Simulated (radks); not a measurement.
Results of a calculation; reference values are marked as such.
Valence configurations of Nb (all share [Kr]). Level of theory: scalar-relativistic Kohn-Sham, PBE, spin-polarised, spherical densities, finite nucleus; open shells are filled with parallel spins first (spin-orbit coupling, left out, can overturn this in heavy ions); Fermi nuclear charge, rms radius 4.324 fm (a radial shooting solver on a logarithmic mesh with Libxc functionals). Order these by energy: 4d2 5s1 5p2; 4d1.5 5s1 5p2.5; 4d5; 4d3.5 5s1.5; 4d4.5 5s0.5; 4d4 5p1; 4d3 5s2; 4d3.5 5s1 5p0.5; 4d3 5s1 5p1; 4d4 5s1.

Answer. From the lowest, in eV above it: 4d4 5s1 0.000; 4d4.5 5s0.5 0.466; 4d3.5 5s1.5 0.606; 4d5 1.085; 4d3 5s2 1.194; 4d3.5 5s1 5p0.5 1.379; 4d3 5s1 5p1 3.181; 4d4 5p1 3.188; 4d2 5s1 5p2 8.124; 4d1.5 5s1 5p2.5 11.294. NIST lists [Kr] 4d4 5s1 as the ground configuration; this level of theory agrees among the configurations tried. The energies are those of spherical high-spin densities, not of single terms.
